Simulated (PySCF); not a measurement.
# O (oxygen, neutral) across methods

[He] 2s1 2p5, high-spin 3P determinant (an excited configuration). Computed with PySCF 2.14 in x2c-QZVPPall with one added diffuse shell each of s, p, d, f type (8s5p4d3f1g, 73 functions), with the spin-free X2C one-electron Hamiltonian (Gaussian nucleus). The B2PLYP total includes its PT2 part (frozen core); its orbital energies are those of the SCF part.

```csv
method,E (hartree),mean ε 2s α (eV),mean ε 2p α (eV),mean ε 2p β (eV),Σ⟨r²⟩ (bohr²),⟨S²⟩
B2PLYP,-74.5442,-33.381,-15.534,-10.489,12.08,2.020
UHF,-74.25007,-40.220,-19.849,-12.130,12.09,2.042
PBE,-74.5340,-25.981,-10.832,-7.792,12.24,2.008
PBE0,-74.5179,-29.603,-13.139,-9.203,12.08,2.012
revPBE,-74.5940,-26.028,-10.796,-7.750,12.23,2.009
wB97M-V,-74.5692,-31.957,-15.538,-11.885,12.22,2.010
r2SCAN0,-74.5407,-30.907,-13.724,-9.275,11.99,2.018
r2SCAN,-74.5579,-27.825,-11.593,-7.899,12.05,2.015
```

Estimate the same row for LDA.

E (hartree) = -74.0559; mean ε 2s α (eV) = -25.714; mean ε 2p α (eV) = -10.964; mean ε 2p β (eV) = -7.859; Σ⟨r²⟩ (bohr²) = 12.28; ⟨S²⟩ = 2.009.
